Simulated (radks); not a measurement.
Values are calculated unless marked as measured or tabulated.
Question: These are the eigenvalues of the occupied orbitals of an atom or ion with whole-number occupations (hartree). Code: a radial shooting solver on a logarithmic mesh with Libxc functionals. Model: non-relativistic Kohn-Sham, TPSS, spin-polarised, spherical densities, point nucleus; meta-GGA in the generalised Kohn-Sham scheme.

| orbital | eigenvalue |
|---|---|
| 1s up | -146.6397 |
| 1s down | -146.2275 |
| 2s up | -27.15409 |
| 2s down | -26.39849 |
| 2p up | -25.08259 |

Which element is it, and in what charge state? The configuration may be excited. Open shells, if any, are filled with parallel spins first.

Answer: Z = 19, potassium, charge +12: K12+ in [He] 2s2 2p3. The list shows which subshells hold electrons but not how many an open one holds; the 1s level, -146.64 hartree, gives Z - s = 17.1 by -(Z - s)^2/2, which with screening narrows Z to a few neighbours, and the depths of the outer levels then fix element, charge and occupations together.
